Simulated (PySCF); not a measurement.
## Badger's rule along the second period: bonds to Sb

PBE0 in PySCF with x2c-SVPall on every atom, spin-free X2C, for the lowest determinant that a PBE0 search found; no spin–orbit coupling. Badger's rule says that Re = d + c·k^(−1/3) for bonds between atoms of fixed rows.

| molecule | state (unpaired electrons) | Re (Å) | k (mdyn/Å) |
| --- | --- | --- | --- |
| SbO | doublet (π ↑) | 1.830 | 6.38 |
| SbF | triplet (π ↑↑) | 1.942 | ? |
| BSb | triplet (σ ↑, π ↑) | 2.050 | ? |
| BeSb | quartet (σ ↑, π ↑↑) | 2.405 | ? |
| LiSb | triplet (π ↑↑) | 2.614 | 0.626 |

**Question.** Fix c and d from SbO and LiSb.

**Answer.** c = (2.614 − 1.83)/(0.626^(−1/3) − 6.38^(−1/3)) = 1.245, d = 1.83 − c·6.38^(−1/3) = 1.159 Å.

**Question.** Predict k of the others and set the computed values beside them.

**Answer.** 

```tsv
molecule	k by the rule	k computed	difference (%)
SbF	4.02	3.84	5
BSb	2.73	3.00	-9
BeSb	0.997	1.04	-4
```

The rule misses by 6 % on average, well for two fitted constants.

Spin–orbit coupling is left out. States were picked by a PBE0 search and need not be the measured ground states.
